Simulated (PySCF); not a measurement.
C3H6FNSi, SMILES N#CCC[SiH2]F.

Coordinates come from a PBE-D3(BJ)/def2-SVP optimisation. This is a generated structure with no PubChem entry under its InChIKey; it may be hypothetical. One conformer was computed; it need not be the lowest.

The numbers are results of PySCF 2.14.0 with PBE-D3(BJ)/def2-SVP, not measurements.

Frequencies are harmonic and unscaled.

Computed normal modes with their intensities:
| mode | ν (cm⁻¹) | IR (km/mol) | moving atoms (share of kinetic energy) |
|---|---|---|---|
| 1 | 41 | 3.4 | F 35 %, Si 31 %, H 20 %, N 9 % |
| 2 | 71 | 5.0 | N 43 %, C 21 %, F 15 %, Si 11 %, H 10 % |
| 3 | 156 | 0.2 | C 34 %, H 32 %, Si 14 %, F 14 % |
| 4 | 183 | 3.9 | C 25 %, N 24 %, F 22 %, H 15 %, Si 14 % |
| 5 | 293 | 7.3 | C 52 %, F 21 %, H 11 %, Si 10 % |
| 6 | 360 | 0.1 | C 55 %, H 27 %, N 18 % |
| 7 | 483 | 5.9 | H 83 %, C 12 % |
| 8 | 556 | 8.6 | C 65 %, H 24 % |
| 9 | 657 | 30.1 | C 48 %, Si 28 %, H 23 % |
| 10 | 704 | 35.9 | H 84 % |
| 11 | 772 | 16.0 | H 57 %, C 35 % |
| 12 | 833 | 16.8 | F 44 %, H 39 %, Si 15 % |
| 13 | 870 | 50.1 | H 43 %, C 33 %, Si 9 %, N 8 % |
| 14 | 899 | 146.6 | H 64 %, C 17 %, Si 11 % |
| 15 | 909 | 45.3 | H 60 %, C 34 % |
| 16 | 936 | 124.1 | H 73 %, Si 17 % |
| 17 | 1021 | 4.0 | C 54 %, H 40 % |
| 18 | 1111 | 2.4 | H 85 %, C 14 % |
| 19 | 1147 | 23.0 | H 66 %, C 33 % |
| 20 | 1249 | 3.3 | H 77 %, C 23 % |
| 21 | 1293 | 1.8 | H 66 %, C 33 % |
| 22 | 1375 | 6.5 | H 93 % |
| 23 | 1389 | 9.9 | H 92 %, C 8 % |
| 24 | 2173 | 95.5 | H 97 % |
| 25 | 2205 | 87.5 | H 96 % |
| 26 | 2295 | 7.7 | C 62 %, N 38 % |
| 27 | 2974 | 6.1 | H 95 % |
| 28 | 2989 | 4.7 | H 94 % |
| 29 | 3021 | 0.8 | H 91 %, C 9 % |
| 30 | 3049 | 1.8 | H 91 %, C 9 % |
